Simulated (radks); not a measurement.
Removal energies from neutral bismuth, [Hg] 6p3, by Delta-SCF beside the eigenvalue of the level emptied. All-electron calculation, scalar-relativistic Kohn-Sham, r2SCAN, spin-polarised, spherical densities, finite nucleus; meta-GGA in the generalised Kohn-Sham scheme; Fermi nuclear charge, rms radius of each element as measured or else 0.836 A^(1/3) + 0.57 fm. Program: a radial shooting solver on a logarithmic mesh with Libxc functionals. Open shells are filled with parallel spins first.

| removed from | final configuration | Delta-SCF (eV) | -eigenvalue (eV) |
|---|---|---|---|
| 6p | [Hg] 6p2 | 8.881 | 5.539 |
| 6s | [Xe] 4f14 5d10 6s1 6p3 | 16.900 | 13.400 |
| 5d | [Xe] 4f14 5d9 6s2 6p3 | 33.428 | 27.403 |
| 5p | [Kr] 4d10 4f14 5s2 5p5 5d10 6s2 6p3 | 104.94 | 97.904 |
